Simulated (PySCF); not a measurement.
Computed structure and properties of [NdF3(H2O)]−

System: [NdF3(H2O)]− (singlet in the valence; each metal's 4f electrons, 4 of them, lie in its core potential, out of spins and levels); start: displaced along the imaginary mode (C1). Method: PySCF 2.14.0, RKS PBE0, Nd lcecp-0-SVP with ECP50, F def2-SVP, O def2-SVP, H def2-SVP; non-relativistic Hamiltonian with scalar-relativistic core potentials where named; density fitting; no spin-orbit coupling.

Input of the relaxation:

```python
mol = gto.M(atom='''
Nd     0.18150    -0.06310     0.06310
F      1.27581     1.15431     1.59806
F     -2.11019    -0.36146     0.37896
F      1.27571    -1.59714    -1.15651
O     -1.86365     1.40607    -1.39760
H     -2.16731     1.22872    -0.44620
H     -2.13034     0.50188    -1.72423''',
    basis={'Nd': 'lcecp-0-SVP', 'F': 'def2-SVP', 'O': 'def2-SVP', 'H': 'def2-SVP'},
    ecp={'Nd': 'lcecp-0-SVP'},
    charge=-1, spin=0)
mf = dft.RKS(mol, xc='PBE0')
mf.grids.atom_grid = (50, 194)  # f atoms: unpruned, at least (60, 302)
mf = mf.density_fit()  # fitting sets: Nd AutoAux, F def2-universal-JKFIT, O def2-universal-JKFIT, H def2-universal-JKFIT
mf.conv_tol = 1e-08; mf.max_cycle = 55
mf.kernel(dm0)  # dm0: converged density of the start geometry
# quasi-Newton relaxation in Cartesian coordinates to a largest gradient under 0.00045 Eh/bohr, steps kept in the point group
```

Run from Python with OMP_NUM_THREADS=2; the lines above give its settings. Where DIIS fails, smearing, a level shift and second-order steps follow.
It took 110 s on 2 threads of Arm Neoverse V1, on a shared host, from the converged density of the start.

Course of the relaxation:

```tsv
step	energy above end (eV)	largest force component within the symmetry (eV/Å)
0	0.3249	1.314
1	0.2387	0.319
2	0.1760	1.180
3	0.1069	0.861
4	0.0990	1.611
5	0.0530	0.589
6	0.0402	0.209
7	0.0274	0.160
17	0.0009	0.032
18	0.0006	0.031
19	0.0003	0.036
20	0.0001	0.031
21	0.0000	0.024
22	0.0000	0.018
```
(The steps between are left out.)

Relaxed geometry (C1):

```xyz
7

Nd    0.1468    0.1352    0.2112
F     1.5536    1.0479    1.7054
F    -2.1873   -0.1308    0.6425
F     0.9606   -1.3641   -1.2409
O    -1.8547    1.2416   -1.3475
H    -2.2145    0.6934   -0.5563
H    -1.9429    0.6462   -2.0988
```

| contact | Å |
| --- | --- |
| Nd1–F2 (F) | 2.246 |
| Nd1–F3 (F) | 2.388 |
| Nd1–F4 (F) | 2.240 |
| Nd1–H6 (H2O) | 2.545 |

Short contacts between ligands at the end: H6···F3 1.46 Å.

On the finer grid (75, 302):

```yaml
HOMO: not given (4f levels lie in the core)
LUMO: not given (4f levels lie in the core)
Dipole_about_the_centre_of_mass: 1.76 D
Set_of_Mulliken_populations_of_Nd1_outside_the_core_potential: s 2.13, p 6.22, d 0.87, f 0.05
D3_BJ_dispersion_energy_not_in_the_energies: -0.087 eV
```

```json
{"atom": "Nd1", "Mulliken (e)": "0.75", "Löwdin (e)": "0.50", "spin (e)": "0.00"}
{"atom": "F2", "Mulliken (e)": "-0.58", "Löwdin (e)": "-0.51", "spin (e)": "0.00"}
{"atom": "F3", "Mulliken (e)": "-0.58", "Löwdin (e)": "-0.46", "spin (e)": "0.00"}
{"atom": "F4", "Mulliken (e)": "-0.58", "Löwdin (e)": "-0.51", "spin (e)": "0.00"}
{"atom": "O5", "Mulliken (e)": "-0.39", "Löwdin (e)": "-0.15", "spin (e)": "0.00"}
{"atom": "H6", "Mulliken (e)": "0.22", "Löwdin (e)": "0.04", "spin (e)": "0.00"}
{"atom": "H7", "Mulliken (e)": "0.17", "Löwdin (e)": "0.08", "spin (e)": "0.00"}
```

The 4f levels lie in the core potential and are missing. Their spin isn't counted.

On the grid (50, 194), as all that follows. Harmonic modes: a minimum within the noise of the softest modes; lowest 54 cm⁻¹ (negative: unstable), highest 3914 cm⁻¹, zero-point energy 0.776 eV.

Taking off one F (charge -1, singlet; the rest: singlet) in vacuum, both parts rigid, costs 5.10 eV; the small basis without counterpoise inflates it.

Rigid scan of F along the line from its metal:

(distance to F2 (Å), energy (eV)): (1.95, 0.772), (2.05, 0.293), (2.15, 0.063), (2.25, 0.000), (2.35, 0.046), (2.45, 0.161), (2.65, 0.496), (2.95, 1.071), (3.35, 1.776), (3.85, 2.488)

Taking off one H2O (charge 0, singlet; the rest: singlet) in vacuum, both parts rigid, costs 1.39 eV; the small basis without counterpoise inflates it.

Rigid scan of H2O along the line from its metal:

distance to O5 (Å), energy (eV) and a bar:
```
     2.47      0.273 ########
     2.57      0.108 ###
     2.67      0.024 #
     2.77      0.000 
     2.87      0.018 #
     2.97      0.065 ##
     3.17      0.208 ######
     3.47      0.456 ##############
     3.87      0.746 ######################
     4.37      0.997 ##############################
```

One start shape was tried, so this needn't be the lowest isomer.

An lcecp potential fixes the number of 4f electrons, so in runs with it no electron can move into or out of that shell; real Nd(II) is rare or takes another configuration.
